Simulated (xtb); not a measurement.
C$_{3}$H$_{9}$O$_{2}$ (SMILES CC(O)C[OH2+]), charge +1, singlet, at a GFN2-xTB geometry; GFN2-xTB with ALPB(water) in xtb.

Input for xtb:
```
$ xtb mol.xyz --gfn 2 --chrg 1 --uhf 0 --alpb water --json

# file mol.xyz
14

C      1.90256653     0.13273951     0.22931323
C      0.49582885     0.33006446    -0.30342228
O     -0.31372959     1.12733899     0.57664253
C     -0.28997026    -0.99773531    -0.37170092
O     -1.68739764    -0.60981735    -0.24032343
H      2.44780409     1.07243547     0.22405553
H      1.87290621    -0.24272709     1.24880984
H      2.43889837    -0.57506465    -0.39490858
H      0.52050449     0.79741032    -1.29492390
H     -0.08468147     2.06137258     0.51216333
H     -0.15407281    -1.50754515    -1.32500202
H      0.00636017    -1.65370747     0.44833871
H     -1.50165895     0.33613819     0.23410841
H     -2.18759284    -1.21889740     0.33166565
```

What the program printed (banner, timings and long lists left out):

```
   ID    Z sym.   atoms
    1    6 C      1, 2, 4
    2    8 O      3, 5
    3    1 H      6-14

           -------------------------------------------------
          |                Calculation Setup                |
           -------------------------------------------------

           -------------------------------------------------
          |                 G F N 2 - x T B                 |
           -------------------------------------------------

      * Solvation model:               ALPB
        Solvent                        water
        Parameter file                 internal GFN2-xTB/ALPB
        Dielectric constant                8.0200E+01
        Reference state                gsolv [1 M gas/solution]
        Free energy shift                  1.0808E-03 Eh       6.7819E-01 kcal/mol
        Temperature                        2.9815E+02 K
        Density                            1.0000E+00 kg/L
        Solvent mass                       1.8000E+01 g/mol
        Interaction kernel             P16
        Born radius scaling (c1)           1.4744E+00
        Born radii integrator          GBOBC
        Born offset                        0.0000E+00 a0       0.0000E+00 AA
        H-bond correction              true
        Ion screening                  false
        Surface tension                    1.0000E-05 Eh       1.5569E+01 dyn/cm
        Grid points                               230 per atom

          ...................................................
          :                      SETUP                      :
          :.................................................:
          :  # basis functions                  29          :
          :  # atomic orbitals                  29          :
          :  # shells                           19          :
          :  # electrons                        32          :
          :  max. iterations                   250          :
          :  Hamiltonian                  GFN2-xTB          :
          :  restarted?                      false          :
          :  GBSA solvation                   true          :
          :  PC potential                    false          :
          :  electronic temp.          300.0000000     K    :
          :  accuracy                    1.0000000          :
          :  -> integral cutoff          0.2500000E+02      :
          :  -> integral neglect         0.1000000E-07      :
[...]
         :: total energy             -18.786040381991 Eh    ::
[...]
    13   1 H        0.803     0.469     0.376     0.963
    14   1 H        0.804     0.458     0.391     0.983

 Mol. C6AA /au·bohr⁶  :       1093.771933
 Mol. C8AA /au·bohr⁸  :      22592.085487
 Mol. α(0) /au        :         48.083813

Wiberg/Mayer (AO) data.
largest (>0.10) Wiberg bond orders for each atom

 ---------------------------------------------------------------------------
     #   Z sym  total        # sym  WBO       # sym  WBO       # sym  WBO
 ---------------------------------------------------------------------------
     1   6 C    3.987 --     2 C    1.012     6 H    0.981     7 H    0.980
                             8 H    0.979
     2   6 C    3.944 --     1 C    1.012     4 C    0.987     3 O    0.966
                             9 H    0.963
     3   8 O    2.057 --     2 C    0.966    10 H    0.833    13 H    0.156
     4   6 C    3.884 --     2 C    0.987    12 H    0.967    11 H    0.966
                             5 O    0.930
     5   8 O    2.400 --     4 C    0.930    14 H    0.780    13 H    0.614
     6   1 H    0.996 --     1 C    0.981
     7   1 H    0.994 --     1 C    0.980
     8   1 H    0.996 --     1 C    0.979
     9   1 H    0.996 --     2 C    0.963
    10   1 H    0.853 --     3 O    0.833
    11   1 H    0.986 --     4 C    0.966
    12   1 H    0.987 --     4 C    0.967
    13   1 H    0.780 --     5 O    0.614     3 O    0.156
    14   1 H    0.790 --     5 O    0.780
 ---------------------------------------------------------------------------

Topologies differ in total number of bonds
Writing topology from bond orders to xtbtopo.mol

molecular dipole:
                 x           y           z       tot (Debye)
 q only:       -1.589      -0.476       0.164
   full:       -1.503      -0.357       0.214       3.965
molecular quadrupole (traceless):
                xx          xy          yy          xz          yz          zz
 q only:        5.059       4.496       2.623      -2.711      -0.051      -7.683
  q+dip:        2.886       5.912       4.310      -3.063      -1.146      -7.196
   full:        3.786       5.579       4.201      -3.393      -0.763      -7.988

           -------------------------------------------------
          | TOTAL ENERGY              -18.786040381991 Eh   |
          | GRADIENT NORM               0.017874341592 Eh/α |
          | HOMO-LUMO GAP               9.923708950888 eV   |
           -------------------------------------------------

normal termination of xtb
```
